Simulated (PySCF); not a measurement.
**Spinor energies of C⁴⁺ (carbon, charge +4)**

Start: 1s2. Calculated with PySCF 2.14 in an uncontracted even-tempered set (16 s from 1.3 bohr⁻², ratio 2.4; 8 p from 1.6 bohr⁻², ratio 2.4; 3 d from 5.8 bohr⁻², ratio 2.6; 3 f from 8.8 bohr⁻², ratio 2.6): generalised Hartree-Fock with the X2C-1e Hamiltonian and a Gaussian nucleus; one run each with spin-orbit coupling (SO) switched off, then screened by Boettger's factors.

```
spinor shell  electrons  ε, spin-free (eV)  ε, screened SO (eV)  weight of nominal j (screened SO)  rms radius, screened SO (bohr)
       1s1/2          2            -392.44              -392.44                              1.000                           0.309
```

```json
{"quantity": "E (hartree)", "spin-free": "-32.37474", "screened SO": "-32.37474"}
{"quantity": "M_J", "spin-free": "0", "screened SO": "0"}
{"quantity": "⟨J²⟩", "spin-free": "0.000", "screened SO": "0.000"}
{"quantity": "⟨L²⟩", "spin-free": "0.000", "screened SO": "0.000"}
{"quantity": "⟨S²⟩", "spin-free": "0.000", "screened SO": "0.000"}
```

Without spin-orbit coupling the j labels of p, d and f shells carry no meaning; the spin-free column gives the mean over the occupied spinors of each nl shell.
